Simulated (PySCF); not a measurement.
C4H9GaSi.
SMILES with atom numbers: `[CH:1]#[C:2][GaH:3][CH2:4][CH2:5][SiH3:6]` (hydrogens: H7 on C1; H8 on Ga3; H9, H10 on C4; H11, H12 on C5; H13, H14, H15 on Si6)

Method: PBE0-D3(BJ)/def2-SVP geometry optimisation, gas phase (PySCF); density fitting, grid level 1; the optimiser is geomeTRIC in internal coordinates, started from a GFN2-xTB structure.

Step 0: E = -64520.4094 eV
```
atom  x, y, z in Å  |  force x, y, z in eV/Å
C1      4.6342    0.5590   -0.0774    0.347   0.040  -0.079
C2      3.4826    0.4240    0.2666   -2.003  -0.239   0.323
Ga3     1.5905    0.2011    0.7937    0.275   0.031  -0.400
C4     -0.0736   -0.0119   -0.3723    0.624   0.083   0.866
C5     -1.2347   -0.1459    0.6198   -0.072  -0.010  -0.528
Si6    -2.9100   -0.3555   -0.2555    0.877   0.108   0.610
H7      5.6433    0.6776   -0.3648    0.804   0.094  -0.229
H8      1.3634    0.1897    2.3665   -0.014  -0.004  -0.235
H9     -0.0085   -0.8929   -1.0203    0.191  -0.187  -0.143
H10    -0.2213    0.8484   -1.0346    0.141   0.226  -0.146
H11    -1.2607    0.7370    1.2700   -0.192   0.128   0.190
H12    -1.0489   -1.0004    1.2820   -0.160  -0.170   0.191
H13    -3.1424    0.8171   -1.1024   -0.177   0.438  -0.370
H14    -2.8518   -1.5616   -1.0850   -0.067  -0.474  -0.370
H15    -3.9664   -0.4778    0.7495   -0.574  -0.064   0.320
```

**Question.** Estimate the geometry and energy of step 1. (The exact step hangs on the optimiser's Hessian estimate; all steps are aligned on step 0, rigid shifts and turns removed.)

**Answer.** E = -64520.5473 eV, largest force 0.686 eV/Å
```
atom  x, y, z in Å  |  force x, y, z in eV/Å
C1      4.5632    0.5494   -0.1746   -0.035  -0.006   0.039
C2      3.4199    0.4161    0.2277   -0.574  -0.073   0.108
Ga3     1.5981    0.2031    0.8852    0.087   0.008  -0.373
C4     -0.0333   -0.0061   -0.2756    0.219   0.032   0.649
C5     -1.2541   -0.1480    0.6518    0.086   0.010  -0.368
Si6    -2.8797   -0.3525   -0.3044    0.460   0.055   0.400
H7      5.5728    0.6676   -0.5120    0.188   0.022  -0.084
H8      1.4243    0.1983    2.4546   -0.005  -0.001  -0.129
H9      0.0644   -0.8887   -0.9270    0.136  -0.017  -0.073
H10    -0.1498    0.8634   -0.9415    0.129   0.050  -0.073
H11    -1.3251    0.7325    1.3095   -0.140   0.021   0.082
H12    -1.1125   -1.0108    1.3215   -0.134  -0.053   0.082
H13    -3.0869    0.8319   -1.1693   -0.088   0.202  -0.183
H14    -2.7944   -1.5642   -1.1520   -0.036  -0.217  -0.184
H15    -4.0112   -0.4842    0.6418   -0.293  -0.033   0.107
```

The energy changes by -0.1379 eV. The first-order estimate −F·Δx gives -0.1823 eV and the mean of the old and new forces, exact on a quadratic surface, -0.1369 eV. The step makes an angle of 81° with the force vector and moves no atom by more than 0.163 Å.

The cost below is that of the whole optimisation. On one thread of an Arm Neoverse V2, shared host, this took 53 s wall and 0.67 GiB of memory at its peak.
